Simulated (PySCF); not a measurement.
# `C=C[C@H]1C[C@@H](CC(C)=O)C1`, C9H14O

Molfile (atoms numbered from 1):
```
C9H14O
     RDKit          3D

 24 24  0  0  0  0  0  0  0  0999 V2000
   -4.0510   -0.1385    0.4209 C   0  0  0  0  0  0  0  0  0  0  0  0
   -2.7459   -0.0379    0.5955 C   0  0  0  0  0  0  0  0  0  0  0  0
   -1.7260   -0.3833   -0.4306 C   0  0  1  0  0  0  0  0  0  0  0  0
   -0.6211    0.6698   -0.6715 C   0  0  0  0  0  0  0  0  0  0  0  0
    0.4546   -0.4065   -0.4553 C   0  0  1  0  0  0  0  0  0  0  0  0
    1.5418   -0.0797    0.5713 C   0  0  0  0  0  0  0  0  0  0  0  0
    2.4062    1.0451    0.0436 C   0  0  0  0  0  0  0  0  0  0  0  0
    3.6255    0.5963   -0.7207 C   0  0  0  0  0  0  0  0  0  0  0  0
    2.1270    2.2051    0.2095 O   0  0  0  0  0  0  0  0  0  0  0  0
   -0.6358   -1.3849    0.0148 C   0  0  0  0  0  0  0  0  0  0  0  0
   -4.7528    0.1231    1.1946 H   0  0  0  0  0  0  0  0  0  0  0  0
   -4.4734   -0.4884   -0.5072 H   0  0  0  0  0  0  0  0  0  0  0  0
   -2.3480    0.3159    1.5386 H   0  0  0  0  0  0  0  0  0  0  0  0
   -2.2134   -0.6908   -1.3569 H   0  0  0  0  0  0  0  0  0  0  0  0
   -0.6299    1.1451   -1.6496 H   0  0  0  0  0  0  0  0  0  0  0  0
   -0.5972    1.4457    0.0907 H   0  0  0  0  0  0  0  0  0  0  0  0
    0.9169   -0.7252   -1.3923 H   0  0  0  0  0  0  0  0  0  0  0  0
    1.0644    0.2440    1.4977 H   0  0  0  0  0  0  0  0  0  0  0  0
    2.1424   -0.9698    0.7630 H   0  0  0  0  0  0  0  0  0  0  0  0
    4.3309    0.1463   -0.0235 H   0  0  0  0  0  0  0  0  0  0  0  0
    4.1012    1.4413   -1.2111 H   0  0  0  0  0  0  0  0  0  0  0  0
    3.3540   -0.1575   -1.4559 H   0  0  0  0  0  0  0  0  0  0  0  0
   -0.6283   -1.5433    1.0917 H   0  0  0  0  0  0  0  0  0  0  0  0
   -0.6538   -2.3521   -0.4828 H   0  0  0  0  0  0  0  0  0  0  0  0
  1  2  2  0
  2  3  1  0
  3  4  1  0
  4  5  1  0
  5  6  1  0
  6  7  1  0
  7  8  1  0
  7  9  2  0
  5 10  1  0
 10  3  1  0
  1 11  1  0
  1 12  1  0
  2 13  1  0
  3 14  1  6
  4 15  1  0
  4 16  1  0
  5 17  1  6
  6 18  1  0
  6 19  1  0
  8 20  1  0
  8 21  1  0
  8 22  1  0
 10 23  1  0
 10 24  1  0
M  END
```

Method used: PySCF 2.14.0, GIAO HF/pcSseg-1 magnetisability, rotational g tensor and spin-rotation constants, non-relativistic, gas phase. Geometry: GFN2-xTB.

Question: Give the nuclear spin-rotation constants along the inertial axes (H = +C I·J) beside the isotropic shieldings.

Answer: Rotational constants 3.5201, 0.5950, 0.5538 GHz. A star marks the isotopologue with that one atom substituted, in its own axes.
| atom | isotope | Caa (kHz) | Cbb (kHz) | Ccc (kHz) | mean (kHz) | σ (ppm) |
| --- | --- | --- | --- | --- | --- | --- |
| H11 | 1H | -0.135 | -0.038 | -0.019 | -0.064 | 27.1 |
| H12 | 1H | -0.265 | -0.051 | 0.014 | -0.101 | 27.0 |
| H13 | 1H | -0.294 | -0.047 | 0.024 | -0.105 | 26.1 |
| H14 | 1H | -0.275 | -0.059 | 0.001 | -0.111 | 29.6 |
| H15 | 1H | -0.371 | -0.064 | 0.016 | -0.140 | 30.0 |
| H16 | 1H | -0.368 | -0.007 | -0.041 | -0.138 | 30.3 |
| H17 | 1H | -0.288 | -0.045 | -0.018 | -0.117 | 30.3 |
| H18 | 1H | -0.276 | -0.053 | -0.015 | -0.115 | 30.3 |
| H19 | 1H | -0.350 | 0.005 | -0.054 | -0.133 | 29.9 |
| H20 | 1H | -0.243 | -0.055 | -0.021 | -0.106 | 30.2 |
| H21 | 1H | -0.156 | -0.045 | -0.041 | -0.081 | 30.1 |
| H22 | 1H | -0.342 | -0.018 | -0.037 | -0.132 | 29.9 |
| H23 | 1H | -0.404 | -0.074 | 0.021 | -0.152 | 30.8 |
| H24 | 1H | -0.367 | 0.016 | -0.058 | -0.136 | 29.8 |
| C1 | 13C* | 0.907 | 0.132 | 0.204 | 0.414 | 74.7 |
| C2 | 13C* | 1.102 | 0.152 | 0.243 | 0.499 | 40.5 |
| C3 | 13C* | 0.601 | 0.085 | 0.079 | 0.255 | 161.8 |
| C4 | 13C* | 0.440 | 0.099 | 0.090 | 0.210 | 162.6 |
| C5 | 13C* | 0.570 | 0.076 | 0.073 | 0.240 | 169.4 |
| C6 | 13C* | 0.566 | 0.119 | 0.097 | 0.261 | 144.1 |
| C7 | 13C* | 1.742 | 0.295 | 0.155 | 0.731 | -18.5 |
| C8 | 13C* | 0.464 | 0.096 | 0.084 | 0.215 | 163.4 |
| O9 | 17O* | -1.899 | -0.632 | -0.095 | -0.875 | -326.1 |

For the geometry as given, no vibrational averaging.
